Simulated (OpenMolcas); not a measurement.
# What dynamic correlation does to the levels of Kr IV

```
Program             : OpenMolcas
Basis               : ANO-R1 [5s4p3d1f]
Scalar Hamiltonian  : X2C, finite nucleus
Active space        : 3 electrons in 3 orbitals (4p)
State averaging     : 2S+1 = 4 odd, 1 root; 2S+1 = 2 odd, 8 roots
Spin-orbit coupling : state interaction with AMFI integrals over the reference wave functions, term energies averaged over their components
```

Methods on the same reference wave functions:
A. CASSCF
B. SS-CASPT2, IPEA 0.25 Eh, imaginary shift 0.1 Eh (closed shells correlated: 3d 4s)

Energies in cm-1 above 4s2 4p3 4S* 3/2, the measured ground level; measured values from Saloman, J. Phys. Chem. Ref. Data 36, 215 (2007).

```json
{"Level": "4s2 4p3 4S* 3/2", "A": "0.0", "B": "0.0", "Measured": "0.0"}
{"Level": "4s2 4p3 2D* 3/2", "A": "21651", "B": "19880", "Measured": "17038"}
{"Level": "4s2 4p3 2D* 5/2", "A": "23053", "B": "21410", "Measured": "18700"}
{"Level": "4s2 4p3 2P* 1/2", "A": "37979", "B": "34650", "Measured": "31056"}
{"Level": "4s2 4p3 2P* 3/2", "A": "39914", "B": "36770", "Measured": "33406"}
```

Deviations, from unrounded energies. A percentage is the sum of absolute deviations over the sum of measured energies, with the sign that they share, or ± where signs differ.

| Against measurement | Levels | A | B |
| --- | --- | --- | --- |
| mean absolute deviation (cm-1) | 4 | 5600 | 3100 |
| other terms of the ground configuration (%) | 4 | +22.4 | +12.5 |

B lies closest to measurement on these levels. The largest miss of B in the table is 4s2 4p3 2P* 1/2, by +3600 cm-1. The ranking rests on the paired levels alone, and a cruder setting can come out closer through cancelling errors.

From A to B the spin-free energies of the other terms of 4s2 4p3 shown, above 4S*, scale by factors of 0.91 to 0.92.

The lowest spin-free term lies below A's lowest term by 0.377 hartree in B.

CASPT2 breaks the degeneracy within a term, and the mean is taken; among the terms shown or strongly mixed into the levels shown the widest spread is 150 cm-1 (4s2 4p3 2D*, B). With the s shell closed, the reference lacks s² → p² mixing. The basis is small and was not contracted for so high a charge. Some terms miss by over 15 % even with CASPT2, which points to a basis or an active space too small for the shells correlated (holds for B). Measured partners are found by configuration, term and J. A level has none where our copy of the source lacks it or the pairing is in doubt (some pairs that miss far off the trend of their configuration count as doubtful), and it then counts in no deviation. Only configurations of the active space appear.

* marks odd parity.
